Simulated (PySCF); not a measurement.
**Core binding energy against partial charge**

C₃H₆O₂Si.
Atom-mapped SMILES: `[O:1]=[CH:2][C@H:3]1[CH2:4][SiH2:5][O:6]1`

Structure used (GFN2-xTB), in Å, numbered top down from 1:
```
atom  x, y, z in Å
O1    -2.6148    0.6789   -0.8023
C2    -1.7899    0.0658   -0.1864
C3    -0.4075   -0.2483   -0.6648
C4     0.5695    0.8466   -0.1841
Si5    1.3764   -0.5952    0.7765
O6     0.1375   -1.3843    0.0063
H7    -1.9667   -0.2856    0.8489
H8    -0.3932   -0.4116   -1.7443
H9     0.0812    1.6259    0.3944
H10    1.1206    1.3094   -0.9952
H11    2.6823   -1.0291    0.3026
H12    1.2057   -0.5732    2.2223
```

Binding energies: delta-SCF UKS SCAN, pcX-2 on the ionised atom, pcseg-1 elsewhere, spin-free X2C (PySCF). Charges: PBE0/pcSseg-1 ground-state density, for the ionised atom.

```csv
atom,environment,C 1s (eV),Mulliken (e),IAO (e),Hirshfeld (e),ESP (e)
C4,sp3 carbon bound to silicon,290.63,-0.507,-0.570,-0.165,-0.750
C3,sp3 carbon bound to oxygen,292.61,+0.029,+0.043,+0.035,+0.347
C2,aldehyde carbon,293.52,+0.288,+0.263,+0.131,+0.359
```

Problem. How well does each charge scheme correlate with the binding energies over these sites?

Solution. Hirshfeld: r = 1.00, slope 9.8 eV per e; Mulliken: r = 1.00, slope 3.6 eV per e; IAO: r = 1.00, slope 3.4 eV per e; ESP: r = 0.95, slope 2.2 eV per e. On 3 points no scheme stands out.

Problem. The point-charge model writes a binding energy as kq + V + constant, with V the potential of the other atoms' charges at the site. What does it give with the Mulliken charges?

Solution. V = Σ 14.40 eV Å × q/r over all other atoms: +7.09 eV at C4, -1.51 eV at C3, -4.06 eV at C2. Fitting binding energy − V to q gives k = 18.0 eV per e and leaves an rms residual of 0.51 eV, against 0.01 eV for the fit on q alone. The model has no term for differences in relaxation between sites.

One conformer (not necessarily the lowest) at the GFN2-xTB geometry, without solvent, vibrations or thermal averaging.
